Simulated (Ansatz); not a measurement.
Geometry optimisation, RKS PBE0-D4/def2-SVP (Ansatz).

Input file:

```yaml
crystal:
  periodic: [false, false, false]
  atoms:
    - { symbol: F, position_ang: [0.559, -0.79, 2.1802] }
    - { symbol: Ge, position_ang: [0.1646, -0.7908, 0.4458] }
    - { symbol: F, position_ang: [0.4694, -2.2557, -0.469] }
    - { symbol: C, position_ang: [-0.4335, 0.7689, -0.4461] }
    - { symbol: S, position_ang: [1.2547, 0.9517, -0.5813] }
    - { symbol: H, position_ang: [-0.9926, 0.5542, -1.4171] }
    - { symbol: H, position_ang: [-0.9604, 1.4937, 0.2418] }
basis:
  gaussian: { orbitals: def2-SVP }
hamiltonian:
  xc: pbe0
  dispersion: d4
relax:
  f_tol: 0.02
  max_steps: 50
output:
  orbitals: {}
```

Launched with:

```bash
$ ansatz run input.yaml --threads 2 --pin off --max-ram 3072MiB --backend cpu --events-out ev --progress --plain --runs-dir out
```

Question: Where does it end, and by what steps?

Answer: The forces met the threshold. After 6 steps the energy has fallen by 0.927 eV; Ge2 moved furthest, 0.26 Å.

```tsv
step	energy less start (eV)	largest force component (eV/Å)	accepted
0	0.0000	4.686	yes
1	-0.5558	3.212	yes
2	-0.7657	2.176	yes
3	-0.8875	1.015	yes
4	-0.9237	0.191	yes
5	-0.9270	0.025	yes
6	-0.9272	0.016	yes
```

```xyz
7
Properties=species:S:1:pos:R:3
F 0.481 -0.939 2.070
Ge 0.389 -0.688 0.373
F 0.429 -2.279 -0.275
C -0.546 0.752 -0.429
S 1.362 0.964 -0.593
H -1.045 0.606 -1.394
H -1.010 1.517 0.203
```

Whether the end is a true minimum wasn't checked by a vibrational analysis.

Time of the run: 8.4 s on 2 threads of AMD EPYC 9R45 96-Core Processor (Zen 5), with other jobs on the host, peak memory 0.26 GiB.
